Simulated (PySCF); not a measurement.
## Polarisability and C₆ of Zr (zirconium, neutral)

[Kr] 4d2 5s2, high-spin 3F determinant. Calculation: PySCF 2.14, in ANO-RCC-VTZP; the spin-free X2C one-electron Hamiltonian (Gaussian nucleus). Coupled (time-dependent) response in atomic units; α is the mean over directions. The basis has no added diffuse functions, which lowers α and C₆.

```csv
method,mean α (bohr³),C₆ (like pair),S(−4)
PW91,109.6,1474,5252
TPSSh,124.5,1761,7216
```

S(−4) is the Cauchy moment in α(ω) = α(0) + S(−4) ω² + …

Reference α: 112 ± 13 bohr³ (recommended; Schwerdtfeger and Nagle, table of static dipole polarizabilities (2023 update)). Published C₆: 1360 (Gould and Bucko (2016)).

Spin-orbit coupling is absent.

α(iu) at TPSSh:

```tsv
u (hartree)	α(iu) (bohr³)
0	124.5
0.0500	109.6
0.100	82.87
0.200	45.00
0.300	27.76
0.500	14.64
0.750	8.819
1.00	6.090
1.50	3.476
2.00	2.250
3.00	1.159
5.00	0.4738
```
